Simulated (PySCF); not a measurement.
H4Sn, charge -1, doublet, at the geometry of the source list (a state made from the parent by changing its charge; the spin is typed, not shown lowest) (all electrons, no relativity) (in this run its highest filled SCF level lies above zero, so its values depend strongly on the basis, on diffuse functions most of all); HF/STO-3G (PySCF).

Input for PySCF:
```python
from pyscf import gto, scf

mol = gto.Mole()
mol.atom = '''
    Sn   -0.000400   -0.002400    0.000500
    H    -1.076000    1.126800   -0.501600
    H     0.245700   -1.089600   -1.199400
    H    -0.588400   -0.761200    1.327900
    H     1.419100    0.726500    0.372600
'''
mol.basis = 'sto-3g'
mol.charge = -1
mol.spin = 1
mol.verbose = 5
mol.build()

mf = scf.UHF(mol)
mf.kernel()
```

It wrote (shortened):

```
PySCF version 2.14.0

[INPUT] verbose = 5
[INPUT] max_memory = 4000
[INPUT] num. atoms = 5
[INPUT] num. electrons = 55
[INPUT] charge = -1
[INPUT] spin (= nelec alpha-beta = 2S) = 1
[INPUT] symmetry False subgroup None
[INPUT] Mole.unit = angstrom
[INPUT] Symbol           X                Y                Z      unit          X                Y                Z       unit  Magmom
[...]
[INPUT] ---------------- BASIS SET ----------------
[INPUT] l, kappa, [nprim/nctr], expnt,             c_1 c_2 ...
[INPUT] H
[...]
                                0.62391373        0.53532814
                                0.1688554         0.44463454
[INPUT] Sn
[...]
                                978.2371611       0.5353281423
                                264.7491522       0.4446345422
[...]
                                109.6946243       0.3995128261
                                35.67609636       0.7001154689
[...]
                                18.043066         0.2175436044
                                6.96157579        0.9166769611
[...]
                                2.174045204       0.0576109534
                                0.9570200509      1.115578745
[...]
                                0.3357601616      -0.1972567438
                                0.1483111678      1.375495512
[...]
                                109.6946243       0.6076837186
                                35.67609636       0.3919573931
[...]
                                18.043066         0.5777664691
                                6.96157579        0.4846460366
[...]
                                2.174045204       0.5852047641
                                0.9570200509      0.543944204
[...]
                                0.3357601616      0.629032369
                                0.1483111678      0.6662832743
[...]
                                18.043066         0.6555473627
                                6.96157579        0.286573259
[...]
                                2.174045204       0.6686785577
                                0.9570200509      0.3052468245

nuclear repulsion = 65.7919204648009
number of shells = 15
number of NR pGTOs = 93
number of NR cGTOs = 31
basis = sto-3g
ecp = {}

******** <class 'pyscf.scf.uhf.UHF'> ********
method = UHF
initial guess = minao
damping factor = 0
level_shift factor = 0
DIIS = <class 'pyscf.scf.diis.CDIIS'>
diis_start_cycle = 1
diis_space = 8
diis_damp = 0
SCF conv_tol = 1e-09
SCF conv_tol_grad = None
[...]
 -2.61970995e+01 -1.78002799e+01 -1.77997294e+01 -1.77977957e+01
 -1.77973692e+01 -1.77972892e+01 -4.43044219e+00 -3.18604742e+00
 -3.18591955e+00 -3.17889143e+00 -5.28432201e-01 -5.11860609e-01
 -5.11698039e-01 -5.05678041e-01 -4.95780088e-01 -2.99567620e-01
 -1.15889309e-01 -1.13275952e-01 -1.07966936e-01  4.84148525e-01
  7.46953053e-01  7.69204837e-01  7.74096893e-01]
  beta  mo_energy =
[-1.02950270e+03 -1.53136532e+02 -1.44966144e+02 -1.44966072e+02
 -1.44965172e+02 -2.92137211e+01 -2.61969955e+01 -2.61967224e+01
 -2.61935120e+01 -1.77995166e+01 -1.77982456e+01 -1.77964027e+01
 -1.77962841e+01 -1.77961702e+01 -4.42548886e+00 -3.18290752e+00
 -3.18239436e+00 -3.16764353e+00 -5.15925613e-01 -5.06206596e-01
 -5.05636058e-01 -5.04913636e-01 -4.90421799e-01 -2.62511651e-01
 -7.99574580e-02 -6.57826405e-02 -5.80259968e-02  8.04208191e-01
  8.06894773e-01  8.20821259e-01  8.42953667e-01]
multiplicity <S^2> = 0.75378823  2S+1 = 2.0037847
E1 = -8399.548160836905  E2 = 2368.624389704861  Ecoul = 2530.040376604324  Exc = -161.41598689946295
cycle= 15 E= -5965.13185066724  delta_E= -7.64e-11  |g|= 1.85e-05  |ddm|= 0.00113
  alpha mo_energy =
[-1.02950322e+03 -1.53137255e+02 -1.44966961e+02 -1.44966691e+02
 -1.44966640e+02 -2.92149029e+01 -2.61974627e+01 -2.61974067e+01
 -2.61970987e+01 -1.78002791e+01 -1.77997286e+01 -1.77977948e+01
 -1.77973684e+01 -1.77972883e+01 -4.43044155e+00 -3.18604675e+00
 -3.18591903e+00 -3.17889069e+00 -5.28431800e-01 -5.11860055e-01
 -5.11697374e-01 -5.05677470e-01 -4.95779329e-01 -2.99567547e-01
 -1.15888750e-01 -1.13277002e-01 -1.07966955e-01  4.84145449e-01
  7.46950929e-01  7.69210022e-01  7.74096689e-01]
  beta  mo_energy =
[-1.02950270e+03 -1.53136531e+02 -1.44966143e+02 -1.44966071e+02
 -1.44965171e+02 -2.92137203e+01 -2.61969948e+01 -2.61967216e+01
 -2.61935111e+01 -1.77995158e+01 -1.77982448e+01 -1.77964019e+01
 -1.77962833e+01 -1.77961693e+01 -4.42548825e+00 -3.18290720e+00
 -3.18239369e+00 -3.16764271e+00 -5.15925102e-01 -5.06205636e-01
 -5.05635814e-01 -5.04912982e-01 -4.90421021e-01 -2.62511443e-01
 -7.99558919e-02 -6.57838176e-02 -5.80253069e-02  8.04208620e-01
  8.06894015e-01  8.20823583e-01  8.42952601e-01]
multiplicity <S^2> = 0.75378857  2S+1 = 2.003785
E1 = -8399.548170583243  E2 = 2368.6243994492584  Ecoul = 2530.0403860726997  Exc = -161.4159866234413
Extra cycle  E= -5965.13185066918  delta_E= -1.94e-09  |g|= 1.94e-05  |ddm|= 0.000202
converged SCF energy = -5965.13185066918  <S^2> = 0.75378857  2S+1 = 2.003785
```
